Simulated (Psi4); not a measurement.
Pair of molecules, SMILES F with SMILES C=C, pulled apart as rigid monomers along the line of their centres of mass from the B3LYP-D3(BJ)/def2-TZVP minimum (SMILES order as in the coordinates).
Starting geometry (charge 0, multiplicity 1):
```xyz
8

F     -0.23389     0.85647     0.58511
H     -0.16840     0.55536     1.46868
C     -0.54357     0.24784     3.64206
C      0.49854    -0.50612     3.30930
H     -0.42092     1.26748     3.98679
H     -1.55788    -0.12922     3.59111
H      0.37646    -1.52877     2.97338
H      1.51346    -0.13203     3.36911
```

The numbers are results of SAPT0/jun-cc-pV(D+d)Z (Psi4), not measurements.

| H2···C3 (Å) | electrostatics (kJ/mol) | exchange (kJ/mol) | induction (kJ/mol) | dispersion (kJ/mol) | total |
|---|---|---|---|---|---|
| 2.02 | -45.0 | 70.3 | -27.2 | -11.9 | -13.9 |
| 2.23 | -30.9 | 36.3 | -15.7 | -7.6 | -17.8 |
| 2.55 | -18.9 | 13.4 | -7.1 | -4.0 | -16.6 |
| 3.09 | … | 2.4 | … | -1.5 | -10.8 |
| 3.96 | -3.9 | 0.2 | -0.4 | -0.4 | -4.5 |

### Question
What belongs in the gaps?

### Answer

- 3.09, induction (kJ/mol): -2.1
- 3.09, electrostatics (kJ/mol): -9.6
